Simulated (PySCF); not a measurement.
C₂H₆ClNSi (SMILES CN(C)[Si]Cl), singlet, geometry from GFN2-xTB; PBE0/6-31G run with PySCF.

The PySCF input:
```python
from pyscf import gto, scf, dft, solvent

mol = gto.Mole()
mol.atom = '''
    Si   -0.10632292    0.41757472    0.99625326
    Cl    0.66312284    1.84483608   -0.31853729
    N    -0.30074199   -0.95430960   -0.01139315
    C    -0.82399739   -2.17336699    0.55352251
    C    -0.00847250   -1.09680105   -1.41790795
    H    -1.74895564   -2.46685637    0.04626094
    H    -0.10340803   -2.99015093    0.44121473
    H    -1.03221133   -2.03015682    1.61077796
    H     0.73207013   -1.88838667   -1.57499530
    H    -0.91553547   -1.36443765   -1.97044304
    H     0.38348623   -0.16709564   -1.81916240
'''
mol.basis = '6-31g'
mol.verbose = 4
mol.build()

mf = dft.RKS(mol)
mf.xc = 'pbe0'
mf.kernel()
```

The log (banner, timings and long lists left out):

```
PySCF version 2.14.0

[INPUT] verbose = 4
[INPUT] num. atoms = 11
[INPUT] num. electrons = 56
[INPUT] charge = 0
[INPUT] spin (= nelec alpha-beta = 2S) = 0
[INPUT] symmetry False subgroup None
[INPUT] Mole.unit = angstrom
[INPUT] Symbol           X                Y                Z      unit          X                Y                Z       unit  Magmom
[INPUT]  1 Si    -0.106322920000   0.417574720000   0.996253260000 AA   -0.200921199564   0.789101857342   1.882645812105 Bohr   0.0
[INPUT]  2 Cl     0.663122840000   1.844836080000  -0.318537290000 AA    1.253120554544   3.486234935916  -0.601948238561 Bohr   0.0
[INPUT]  3 N     -0.300741990000  -0.954309600000  -0.011393150000 AA   -0.568319995257  -1.803383782043  -0.021529933196 Bohr   0.0
[INPUT]  4 C     -0.823997390000  -2.173366990000   0.553522510000 AA   -1.557129394456  -4.107068379270   1.046005947682 Bohr   0.0
[INPUT]  5 C     -0.008472500000  -1.096801050000  -1.417907950000 AA   -0.016010704590  -2.072653597635  -2.679457695343 Bohr   0.0
[INPUT]  6 H     -1.748955640000  -2.466856370000   0.046260940000 AA   -3.305047163613  -4.661682927939   0.087420506865 Bohr   0.0
[INPUT]  7 H     -0.103408030000  -2.990150930000   0.441214730000 AA   -0.195412855781  -5.650566328814   0.833775001824 Bohr   0.0
[INPUT]  8 H     -1.032211330000  -2.030156820000   1.610777960000 AA   -1.950596716373  -3.836440379718   3.043929191886 Bohr   0.0
[INPUT]  9 H      0.732070130000  -1.888386670000  -1.574995300000 AA    1.383412049675  -3.568533623579  -2.976309764477 Bohr   0.0
[INPUT] 10 H     -0.915535470000  -1.364437650000  -1.970443040000 AA   -1.730111295625  -2.578413472545  -3.723597689655 Bohr   0.0
[INPUT] 11 H      0.383486230000  -0.167095640000  -1.819162400000 AA    0.724683947242  -0.315764996209  -3.437718712106 Bohr   0.0

nuclear repulsion = 277.094012635063
number of shells = 41
number of NR pGTOs = 182
number of NR cGTOs = 65
basis = 6-31g
ecp = {}

******** <class 'pyscf.dft.rks.RKS'> ********
method = RKS
initial guess = minao
damping factor = 0
level_shift factor = 0
DIIS = <class 'pyscf.scf.diis.CDIIS'>
diis_start_cycle = 1
diis_space = 8
diis_damp = 0
SCF conv_tol = 1e-09
SCF conv_tol_grad = None
SCF max_cycles = 50
direct_scf = True
direct_scf_tol = 1e-13
XC library pyscf.dft.libxc version 7.1.2
    S. Lehtola, C. Steigemann, M. J. T. Oliveira, and M. A. L. Marques,  SoftwareX 7, 1–5 (2018)
XC functionals = pbe0
    C. Adamo and V. Barone,  J. Chem. Phys. 110, 6158 (1999)
    M. Ernzerhof and G. E. Scuseria,  J. Chem. Phys. 110, 5029 (1999)
radial grids:
    Treutler-Ahlrichs [JCP 102, 346 (1995); DOI:10.1063/1.469408] (M4) radial grids

becke partition: Becke, JCP 88, 2547 (1988); DOI:10.1063/1.454033
pruning grids: <function nwchem_prune>
grids dens level: 3
symmetrized grids: False
atomic radii adjust function: <function treutler_atomic_radii_adjust>
small_rho_cutoff = 0
Set gradient conv threshold to 3.16228e-05
Initial guess from minao.
tot grids = 139048
init E= -884.188496555664
  HOMO = -0.253631316827762  LUMO = -0.0812594815767889  gap/eV = 4.69048
cycle= 1 E= -883.71568923041  delta_E= 0.473  |g|= 0.33  |ddm|= 3.11
  HOMO = -0.239992008771511  LUMO = -0.0627345524751413  gap/eV = 4.82342
cycle= 2 E= -883.687820160167  delta_E= 0.0279  |g|= 0.465  |ddm|= 0.987
  HOMO = -0.252565576743403  LUMO = -0.0594852694846972  gap/eV = 5.25398
cycle= 3 E= -883.750118992513  delta_E= -0.0623  |g|= 0.0923  |ddm|= 0.593
  HOMO = -0.253625858563367  LUMO = -0.0565869747356076  gap/eV = 5.36170
cycle= 4 E= -883.752141878771  delta_E= -0.00202  |g|= 0.019  |ddm|= 0.109
  HOMO = -0.255718082166127  LUMO = -0.0580154919215095  gap/eV = 5.37976
cycle= 5 E= -883.752244136195  delta_E= -0.000102  |g|= 0.00384  |ddm|= 0.0338
  HOMO = -0.255219949796975  LUMO = -0.0575485329416372  gap/eV = 5.37891
cycle= 6 E= -883.75224878518  delta_E= -4.65e-06  |g|= 0.00127  |ddm|= 0.00763
  HOMO = -0.255128413584408  LUMO = -0.0575307276542167  gap/eV = 5.37691
cycle= 7 E= -883.752249276062  delta_E= -4.91e-07  |g|= 0.000158  |ddm|= 0.00179
  HOMO = -0.255168669874971  LUMO = -0.0575706228470865  gap/eV = 5.37692
cycle= 8 E= -883.752249285056  delta_E= -8.99e-09  |g|= 2.09e-05  |ddm|= 0.000367
  HOMO = -0.255161200620682  LUMO = -0.0575639837329871  gap/eV = 5.37689
cycle= 9 E= -883.752249285237  delta_E= -1.81e-10  |g|= 4.44e-06  |ddm|= 6.29e-05
  HOMO = -0.255162866924775  LUMO = -0.0575652768398793  gap/eV = 5.37690
Extra cycle  E= -883.752249285235  delta_E= 2.05e-12  |g|= 6.53e-06  |ddm|= 2.02e-05
converged SCF energy = -883.752249285235
```
